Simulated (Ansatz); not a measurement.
A structure relaxed at PBE0-D4/def2-SVP in Ansatz, charge 0, singlet:

```xyz
6

Hf    0.988    0.534   -0.685
Si   -0.346    0.427    1.675
Si    0.544   -1.602   -2.050
Si   -1.839    0.841    0.023
Si    1.767    0.981    1.725
Si   -1.113   -1.182   -0.689
```

(1) Give its formula and point group.

(2) Summarise the bond lengths by kind (pairs closer than 1.2 times the sum of covalent radii, bridged metal pairs left out).

## Answers

(1) the cluster HfSi₅. Point group Cs (tolerance 0.1 Å).

(2) 5 × Hf–Si 2.57 to 2.93 Å; 4 × Si–Si 2.19 to 2.27 Å. The metal has 5 neighbours: Si 2.71 Å, Si 2.57 Å, Si 2.93 Å, Si 2.57 Å, Si 2.71 Å.

In the def2 sets Hf takes a core potential; there is no spin–orbit coupling. The restricted singlet is unstable towards broken spin symmetry in Hartree–Fock (as tested in another run); at PBE0-D4/def2-SVP this wasn't settled. Another isomer (singlet) lies 1.97 eV lower at PBE0-D4/def2-TZVP; other spin states weren't run for this one.
